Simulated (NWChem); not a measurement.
Everything below was run with NWChem. System: Cl4Ge, charge 0, spin multiplicity 1, at a geometry optimised with PBE0/def2-SVP. The structure started from a generated list of species. Level: EOM-CCSD/def2-SVP, 29 core orbitals frozen.

Output (cleaned and shortened):

```
             Northwest Computational Chemistry Package (NWChem) 7.3.0
             --------------------------------------------------------

                                NWChem Input Module
                                -------------------

 Scaling coordinates for geometry "geometry" by  1.889725989
 (inverse scale =  0.529177249)

 Turning off AUTOSYM since
 SYMMETRY directive was detected!

                             Geometry "geometry" -> ""
                             -------------------------

 Output coordinates in angstroms (scale by  1.889725989 to convert to a.u.)

  No.       Tag          Charge          X              Y              Z
 ---- ---------------- ---------- -------------- -------------- --------------
    1 Cl                  17.0000     1.73666600     0.00000000    -1.22761900
    2 Ge                  32.0000     0.00000000     0.00000000     0.00003200
    3 Cl                  17.0000    -1.73666600     0.00000000    -1.22761900
    4 Cl                  17.0000     0.00000000    -1.73666200     1.22758900
    5 Cl                  17.0000     0.00000000     1.73666200     1.22758900

 Effective nuclear repulsion energy (a.u.)     805.6463843240

            Nuclear Dipole moment (a.u.)
            ----------------------------
        X                 Y               Z
 ---------------- ---------------- ----------------
     0.0000000000     0.0000000000     0.0000075589

      Symmetry information
      --------------------

 Group name             C2v
 Group number             16
 Group order               4
 No. of unique centers     3

      Symmetry unique atoms

     1    2    4


 Summary of "ao basis" -> "" (spherical)
 ------------------------------------------------------------------------------
       Tag                 Description            Shells   Functions and Types
 ---------------- ------------------------------  ------  ---------------------
 *                          def2-svp                  on all atoms

 Summary of "ao basis" -> "ao basis" (spherical)
 ------------------------------------------------------------------------------
       Tag                 Description            Shells   Functions and Types
 ---------------- ------------------------------  ------  ---------------------
 Cl                         def2-svp                 8       18   4s3p1d
 Ge                         def2-svp                12       32   5s4p3d

                                 NWChem SCF Module
[...]
 Iteration   8 using    8 trial vectors
   0.0017037525131   0.2630540096438    7.15807     0.5     0.5

 Iteration   9 using    9 trial vectors
   0.0010531339230   0.2630545298780    7.15808     0.5     0.5

 Iteration  10 using   10 trial vectors
   0.0005543468842   0.2630531650715    7.15804     0.5     0.5

 Iteration  11 using   11 trial vectors
   0.0002734700103   0.2630552213647    7.15810     0.5     0.5

 Iteration  12 using   12 trial vectors
   0.0001521195267   0.2630548910699    7.15809     0.5     0.5

 Iteration  13 using   13 trial vectors
   0.0000870937041   0.2630548032171    7.15809     0.5     0.5

 Iteration  14 using   14 trial vectors
   0.0000365624478   0.2630543744942    7.15808     0.5     0.5

 Iteration  15 using   15 trial vectors
   0.0000150627214   0.2630543930733    7.15808     0.5     0.5

 Iteration  16 using   16 trial vectors
   0.0000103108373   0.2630545223613    7.15808     0.5     0.5

 Iteration  17 using   17 trial vectors
   0.0000070415289   0.2630544794098    7.15808     0.5     0.5
 --------------------------------------------------------------
 Iterations converged
 ------------------

 Excited state root  1
 Excitation energy / hartree =        0.263054479409760
                   / eV      =        7.158079635098262
 largest EOMCCSD amplitudes: R1 and R2

 Singles contributions
    51a1  (alpha) ---    49b1  (alpha)       -0.8919836335
    52a1  (alpha) ---    46b1  (alpha)        0.1221556883
    53b1  (alpha) ---    44a1  (alpha)       -0.1171807493
    53b1  (alpha) ---    47a1  (alpha)       -0.1220776695

 Doubles contributions

 =========================================
 Excited-state calculation ( b2  symmetry)
 =========================================
 Dim. of EOMCC iter. space      500

 EOMCCSD SOLVER TYPE  1
  maxdiff =   0.55216519474457293

 No. of initial right vectors    1

 EOM-CCSD right-hand side iterations
 --------------------------------------------------------------
      Residuum       Omega / hartree  Omega / eV    Cpu    Wall
 --------------------------------------------------------------

 Iteration   1 using    1 trial vectors
   0.6496059187162   0.4152940435685   11.30073     0.7     0.7

 Iteration   2 using    2 trial vectors
   0.1325200010522   0.2735006795715    7.44234     0.5     0.5

 Iteration   3 using    3 trial vectors
   0.0462507787076   0.2675126532545    7.27939     0.5     0.5

 Iteration   4 using    4 trial vectors
   0.0333151879735   0.2651417004490    7.21488     0.5     0.5

 Iteration   5 using    5 trial vectors
   0.0225974173280   0.2634831679699    7.16974     0.5     0.5

 Iteration   6 using    6 trial vectors
   0.0091297822601   0.2631470944302    7.16060     0.5     0.5

 Iteration   7 using    7 trial vectors
   0.0035128818426   0.2630505389209    7.15797     0.5     0.5

 Iteration   8 using    8 trial vectors
   0.0017041951866   0.2630608258850    7.15825     0.5     0.5

 Iteration   9 using    9 trial vectors
   0.0010535565378   0.2630613456791    7.15827     0.6     0.6

 Iteration  10 using   10 trial vectors
   0.0005546403380   0.2630599797250    7.15823     0.6     0.6

 Iteration  11 using   11 trial vectors
   0.0002737004697   0.2630620369441    7.15829     0.5     0.5

 Iteration  12 using   12 trial vectors
   0.0001523329881   0.2630617060233    7.15828     0.5     0.5

 Iteration  13 using   13 trial vectors
   0.0000872981487   0.2630616178137    7.15827     0.5     0.5

 Iteration  14 using   14 trial vectors
   0.0000367868890   0.2630611878321    7.15826     0.5     0.5

 Iteration  15 using   15 trial vectors
   0.0000154746061   0.2630612067664    7.15826     0.5     0.5

 Iteration  16 using   16 trial vectors
   0.0000111500196   0.2630613422119    7.15827     0.5     0.5

 Iteration  17 using   17 trial vectors
   0.0000080807831   0.2630612941717    7.15827     0.5     0.5
 --------------------------------------------------------------
 Iterations converged
 ------------------

 Excited state root  1
 Excitation energy / hartree =        0.263061294171663
                   / eV      =        7.158265074283738
 largest EOMCCSD amplitudes: R1 and R2

 Singles contributions
    51a1  (alpha) ---    48b2  (alpha)       -0.8919853093
    52a1  (alpha) ---    45b2  (alpha)       -0.1222397874
    54b2  (alpha) ---    44a1  (alpha)       -0.1171788891
    54b2  (alpha) ---    47a1  (alpha)        0.1219707732

 Doubles contributions

 Task  times  cpu:       51.8s     wall:       51.8s

 Total times  cpu:       51.8s     wall:       51.8s
```

Question: Write an NWChem input that would produce this output.

Answer: One answer among several that fit: 
```
start mol
memory heap 100 mb stack 700 mb global 1900 mb
geometry units angstroms nocenter noautoz
  Cl     1.736666     0.000000    -1.227619
  Ge     0.000000     0.000000     0.000032
  Cl    -1.736666     0.000000    -1.227619
  Cl     0.000000    -1.736662     1.227589
  Cl     0.000000     1.736662     1.227589
  symmetry group C2v
end
basis spherical
  * library def2-svp
end
scf
  rhf
  nopen 0
  maxiter 100
  thresh 1e-7
  semidirect memsize 60000000 filesize 0
end
tce
  freeze core 29
  ccsd
  nroots 1
  2eorb
  2emet 13
  thresh 1e-5
  maxiter 200
  tilesize 24
end
task tce energy
```
